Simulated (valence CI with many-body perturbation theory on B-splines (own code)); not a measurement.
# Sn XLV: E2, E3, M1, M2 decay

Calculated by configuration interaction combined with many-body perturbation theory (CI+MBPT): four valence electrons over a frozen Dirac-Fock core [He], a basis of 11 s, 11 p, 9 d, 7 f, 5 g, 2 h, 1 i functions for each j, with the one-electron correlation potential Σ1 (screened to all orders), the two-electron term Σ2, the three-electron term Σ3, Breit, model QED; selected single and double excitations, second order for the rest (own B-spline code, finite nucleus).

The last digits are not significant, and no measured levels were compared; by estimate large intervals hold to a few tenths of a per cent, small ones and those within an open d or f shell to about a per cent. Among the levels kept, up to 270 cm⁻¹ of a level comes from second order outside the variational space, and about a tenth of that is noise between levels of different J, which matters for small intervals.

Lines 1 to 42 of 42 in falling wavelength, among levels below 4866.9 eV, chosen from the decays that carry over 1 % of a level's rate. Wavelengths and rates use the calculated energies. Electric multipoles are in the length gauge, E1 and E2 with the static RPA response of the core. Weak lines are less certain than strong ones. Lines between different terms over intervals too small for the method are left out, as are lines whose strength nearly cancels. The highest levels of a list are the least certain.

Levels are named by their leading jj configuration (3d3/2^4 stands for four electrons in 3d with j = 3/2), which in mixed levels can hold well under half, so a name can repeat and another be missing. Letters in brackets count levels of one name in rising energy.

```csv
λ vac (nm),Upper,Lower,Type,A (s⁻¹),Branch %
84.38,(2s^2 2p1/2 2p3/2) J=2,(2s^2 2p1/2 2p3/2) J=1,M1,8.78e+03,9.4
5.309,(2s^2 2p1/2 2p3/2) J=1,(2s^2 2p1/2^2) J=0,M1,8.51e+07,100.0
5.069,(2s^2 2p3/2^2) J=2,(2s^2 2p1/2 2p3/2) J=2,M1,7.24e+07,35.1
4.995,(2s^2 2p1/2 2p3/2) J=2,(2s^2 2p1/2^2) J=0,E2,8.44e+04,90.6
4.782,(2s^2 2p3/2^2) J=2,(2s^2 2p1/2 2p3/2) J=1,M1,7.46e+07,36.2
4.191,(2s^2 2p3/2^2) J=0,(2s^2 2p1/2 2p3/2) J=1,M1,2.03e+08,73.3
0.3294,(2s^2 2p3/2 3d5/2) J=4,(2s 2p3/2^3) J=2,E2,5.60e+08,3.5
0.3118,(2s^2 2p3/2 3d5/2) J=4,(2s 2p1/2 2p3/2^2) J=2 [b],E2,3.53e+08,2.2
0.3082,(2s^2 2p3/2 3p1/2) J=2,(2s^2 2p3/2^2) J=0,E2,4.28e+10,2.5
0.3075,(2s^2 2p3/2 3d5/2) J=4,(2s 2p1/2 2p3/2^2) J=3,E2,1.08e+09,6.7
0.3071,(2s^2 2p1/2 3p1/2) J=1,(2s^2 2p1/2 2p3/2) J=2,E2,1.28e+11,26.2
0.3070,(2s 2p1/2^2 3p1/2) J=0,(2s 2p1/2^2 2p3/2) J=2,E2,2.42e+11,8.6
0.3069,(2s 2p1/2 2p3/2 3p3/2) J=4,(2s 2p1/2 2p3/2^2) J=2 [b],E2,5.54e+09,2.1
0.3060,(2s^2 2p1/2 3p1/2) J=1,(2s^2 2p1/2 2p3/2) J=1,E2,1.25e+11,25.5
0.3056,(2s^2 2p3/2 3p1/2) J=1,(2s^2 2p3/2^2) J=2,E2,1.36e+11,6.6
0.3054,(2s^2 2p3/2 3p1/2) J=2,(2s^2 2p3/2^2) J=2,E2,1.73e+11,10.1
0.3051,(2s^2 2p1/2 3p1/2) J=0,(2s^2 2p1/2 2p3/2) J=2,E2,2.38e+11,13.9
0.3027,(2s 2p1/2 2p3/2 3p3/2) J=4,(2s 2p1/2 2p3/2^2) J=3,E2,6.58e+10,25.1
0.3024,(2s 2p1/2 2p3/2 3p3/2) J=0 [b],(2s 2p1/2 2p3/2^2) J=2 [b],E2,1.17e+11,5.1
0.3019,(2s 2p1/2 2p3/2 3p3/2) J=1 [d],(2s 2p1/2 2p3/2^2) J=2 [b],E2,7.00e+10,1.5
0.3013,(2s^2 2p3/2 3p3/2) J=3,(2s^2 2p3/2^2) J=2,E2,6.55e+10,1.2
0.3012,(2s 2p1/2 2p3/2 3p3/2) J=1 [d],(2s 2p1/2 2p3/2^2) J=1 [a],E2,5.45e+10,1.2
0.3010,(2s 2p1/2^2 3p3/2) J=2,(2s 2p1/2^2 2p3/2) J=2,E2,8.61e+10,1.8
0.3009,(2s^2 2p1/2 3p3/2) J=2,(2s^2 2p1/2 2p3/2) J=2,E2,8.54e+10,11.0
0.3003,(2s 2p1/2 2p3/2 3p3/2) J=4,(2s 2p1/2 2p3/2^2) J=2 [a],E2,3.92e+09,1.5
0.2998,(2s^2 2p1/2 3p3/2) J=2,(2s^2 2p1/2 2p3/2) J=1,E2,3.86e+10,5.0
0.2985,(2s^2 2p3/2 3p3/2) J=0,(2s^2 2p3/2^2) J=2,E2,2.40e+11,2.7
0.2977,(2s 2p1/2 2p3/2 3d5/2) J=5,(2s 2p1/2 2p3/2^2) J=3,M2,3.12e+09,27.6
0.2977,(2s 2p1/2 2p3/2 3d5/2) J=5,(2s 2p1/2 2p3/2^2) J=3,E3,1.32e+08,1.2
0.2960,(2s 2p1/2 2p3/2 3p3/2) J=0 [b],(2s 2p1/2 2p3/2^2) J=2 [a],E2,4.14e+10,1.8
0.2958,(2s^2 2p3/2 3d5/2) J=4,(2s^2 2p3/2^2) J=2,M2,2.93e+09,18.1
0.2958,(2s^2 2p3/2 3d5/2) J=4,(2s^2 2p3/2^2) J=2,E3,1.96e+08,1.2
0.2893,(2s^2 2p3/2 3d5/2) J=4,(2s 2p1/2^2 2p3/2) J=2,E2,1.85e+09,11.4
0.2850,(2s 2p1/2 2p3/2 3p3/2) J=4,(2s 2p1/2^2 2p3/2) J=2,E2,1.37e+11,52.2
0.2844,(2s 2p1/2 2p3/2 3p3/2) J=1 [d],(2s 2p1/2^2 2p3/2) J=1,E2,8.96e+10,1.9
0.2838,(2s^2 2p1/2 3p3/2) J=2,(2s^2 2p1/2^2) J=0,E2,1.14e+11,14.8
0.2835,(2s^2 2p3/2 3p3/2) J=3,(2s^2 2p1/2 2p3/2) J=1,E2,6.02e+10,1.1
0.2819,(2s^2 2p3/2 3p3/2) J=0,(2s^2 2p1/2 2p3/2) J=2,E2,1.32e+11,1.5
0.2806,(2s 2p1/2 2p3/2 3d5/2) J=5,(2s 2p1/2^2 2p3/2) J=2,E3,3.57e+08,3.2
0.2795,(2s^2 2p3/2 3d5/2) J=4,(2s^2 2p1/2 2p3/2) J=2,M2,1.04e+09,6.4
0.2785,(2s^2 2p3/2 3d5/2) J=4,(2s^2 2p1/2 2p3/2) J=1,E3,2.35e+08,1.4
0.2723,(2s 2p1/2 2p3/2 3d3/2) J=4,(2s^2 2p1/2 2p3/2) J=2,E2,2.24e+11,51.3
```
